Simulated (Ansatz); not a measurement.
This geometry of CH5ClGaN + H2 (11 atoms, charge 0, multiplicity 1) is a first-order saddle point.

All numbers below come from RKS PBE0/def2-SVP in Ansatz.

```xyz
11
Properties=species:S:1:pos:R:3
Ga 0.173 -0.113 0.155
Cl -2.021 -1.089 1.140
C -0.252 0.381 -1.678
N 1.129 0.768 1.425
H -0.669 -1.726 0.792
H 0.359 -1.792 0.432
H 0.652 0.333 -2.302
H -0.651 1.405 -1.721
H -1.005 -0.305 -2.089
H 1.241 0.361 2.347
H 1.045 1.776 1.499
```

Which two structures does it join? (They come from a converged band through this point; their orientation in space is the band's.)

Bonds broken: Ga1–Cl2, H5–H6. Bonds formed: Ga1–H6, Cl2–H5. CH5ClGaN + H2 becomes CH6GaN + ClH.

Initial state:

```xyz
11
Properties=species:S:1:pos:R:3
Ga -0.334 0.429 0.359
Cl -2.091 -0.326 1.388
C -0.305 0.479 -1.586
N 0.940 0.990 1.506
H -0.304 -2.566 0.411
H 0.357 -2.757 0.082
H 0.664 0.830 -1.970
H -1.095 1.153 -1.949
H -0.507 -0.525 -1.987
H 0.836 0.931 2.512
H 1.839 1.363 1.233
```

Final state:

```xyz
11
Properties=species:S:1:pos:R:3
Ga 0.499 -0.205 0.100
Cl -2.405 -1.648 1.008
C -0.174 0.463 -1.613
N 1.088 0.922 1.391
H -1.196 -2.101 0.890
H 0.653 -1.740 0.461
H 0.504 0.166 -2.428
H -0.263 1.559 -1.616
H -1.164 0.031 -1.825
H 1.434 0.621 2.293
H 1.024 1.932 1.338
```

How far does it lie above each of them?

1.32 eV above the first and 0.30 eV above the second. This is the barrier of this one path; another mechanism may lie lower. The orbitals stay closed-shell, which can raise the energy where a bond breaks towards radicals; this wasn't checked here.

Time of the run: 3.1 min on 2 threads of Intel(R) Xeon(R) Platinum 8259CL CPU @ 2.50GHz (Skylake/Cascade Lake) (shared host), peak memory 0.31 GiB.
